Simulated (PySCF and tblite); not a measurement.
Results of a calculation; reference values are marked as such.
4 E/Z isomers of C7H12, numbered alike:

| isomer | SMILES | descriptors |
| --- | --- | --- |
| A | [CH3:1]/[CH:2]=[CH:3]/[CH:4]=[CH:5]\[CH2:6][CH3:7] | 2=3 E, 4=5 Z |
| B | [CH3:1]/[CH:2]=[CH:3]/[CH:4]=[CH:5]/[CH2:6][CH3:7] | 2=3 E, 4=5 E |
| C | [CH3:1]/[CH:2]=[CH:3]\[CH:4]=[CH:5]\[CH2:6][CH3:7] | 2=3 Z, 4=5 E |
| D | [CH3:1]/[CH:2]=[CH:3]\[CH:4]=[CH:5]/[CH2:6][CH3:7] | 2=3 Z, 4=5 Z |

Protocol: conformer search, at most 4 conformers an isomer, GFN2-xTB geometries, energies B3LYP/def2-SVP (IEF-PCM, dimethylsulfoxide) (D3(BJ) added where defined), weights at 298.15 K with GFN2-xTB thermal terms. Programs: PySCF with density fitting and tblite.

(1) Rank the isomers by free energy at 298.15 K.

(2) If they could interconvert freely, what would the mixture hold (chiral isomers as racemates)?

The search found a single conformer for at least one isomer; other rotamers may be missing.

Answers

(1) 
```json
{"isomer": "B", "ΔG (kcal/mol)": "0.0", "ΔE, lowest conformer": "0.0", "conformers": "2", "largest weight %": "70", "rms dipole (D)": "0.08"}
{"isomer": "C", "ΔG (kcal/mol)": "0.8", "ΔE, lowest conformer": "0.7", "conformers": "2", "largest weight %": "67", "rms dipole (D)": "0.43"}
{"isomer": "A", "ΔG (kcal/mol)": "1.0", "ΔE, lowest conformer": "1.0", "conformers": "1", "largest weight %": "100", "rms dipole (D)": "0.45"}
{"isomer": "D", "ΔG (kcal/mol)": "2.0", "ΔE, lowest conformer": "2.0", "conformers": "1", "largest weight %": "100", "rms dipole (D)": "0.08"}
```

(2) B 67 %, C 18 %, A 13 %, D 2 %. A racemate gains RT ln 2.
